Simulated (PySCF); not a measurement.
How the method moves the HOMO and LUMO of `BB(C)NC`

Species: C₂H₉B₂N.
Structure used (PBE0-D3(BJ)/def2-SVP), in Å, numbered top down from 1:
```xyz
14
C2H9B2N angstrom
B     -1.8550    1.2592   -0.0511
B     -0.5099    0.2839    0.2263
C     -0.8565   -1.2654    0.4005
N      0.8182    0.7269    0.2945
C      2.0109   -0.0534    0.5105
H     -2.3272    1.4053   -1.1612
H     -2.5040    1.7533    0.8492
H     -0.4465   -1.8385   -0.4496
H     -0.4094   -1.6800    1.3199
H     -1.9358   -1.4809    0.4394
H      1.0076    1.7147    0.1744
H      2.6807   -0.0416   -0.3677
H      1.7476   -1.1004    0.7094
H      2.5913    0.3133    1.3745
```

Basis pcSseg-1 throughout (PySCF), one geometry. One conformer (not necessarily the lowest) at the PBE0-D3(BJ)/def2-SVP geometry, without solvent, vibrations or thermal averaging.

Question: How do the orbital energies, the gap and the dipole change with the method?

Answer: 
| method | kind | HOMO (eV) | LUMO (eV) | gap (eV) | μ (D) | SCF cycles |
| --- | --- | --- | --- | --- | --- | --- |
| BLYP | GGA | -6.00 | -2.18 | 3.82 | 2.16 | 14 |
| B97-D | GGA | -6.11 | -2.11 | 4.00 | 2.11 | 14 |
| OPBE | GGA | -6.12 | -2.11 | 4.01 | 2.13 | 14 |
| PBE | GGA | -6.13 | -2.34 | 3.79 | 2.17 | 14 |
| KT2 | GGA | -6.20 | -2.39 | 3.81 | 2.12 | 14 |
| KT3 | GGA | -6.22 | -2.25 | 3.97 | 2.08 | 14 |
| BP86 | GGA | -6.24 | -2.38 | 3.86 | 2.17 | 14 |
| LDA | LDA | -6.24 | -2.65 | 3.59 | 2.21 | 14 |
| B97-2 | global hybrid | -7.19 | -1.30 | 5.89 | 2.04 | 13 |
| B3LYP | global hybrid | -7.21 | -1.56 | 5.66 | 2.07 | 13 |
| PBE0 | global hybrid | -7.45 | -1.34 | 6.11 | 2.06 | 13 |
| mPW1PW91 | global hybrid | -7.48 | -1.31 | 6.17 | 2.04 | 13 |
| BHandHLYP | global hybrid | -8.67 | -0.29 | 8.38 | 1.96 | 12 |
| CAM-B3LYP | range-separated hybrid | -8.83 | -0.23 | 8.60 | 2.03 | 12 |
| wB97X-D | range-separated hybrid | -9.33 | 0.60 | 9.93 | 2.02 | 13 |
| LC-wPBE | range-separated hybrid | -10.24 | 1.02 | 11.27 | 2.00 | 13 |
| HF | Hartree–Fock | -10.63 | 2.23 | 12.86 | 1.84 | 11 |

The HOMO spans 4.63 eV, from BLYP down to HF, and the gap runs from 3.59 eV (LDA) to 12.86 eV (HF). Over the methods BLYP (0 %), B97-D (0 %), OPBE (0 %), PBE (0 %), KT2 (0 %), KT3 (0 %), BP86 (0 %), LDA (0 %), B97-2 (21 %), B3LYP (20 %), PBE0 (25 %), mPW1PW91 (25 %), BHandHLYP (50 %), HF (100 %), a straight line through the gap against the share of exact exchange rises by 0.90 eV for each 10 % (correlation coefficient 0.999). The dipole ranges from 1.84 D (HF) to 2.21 D (LDA). This basis has no diffuse functions.
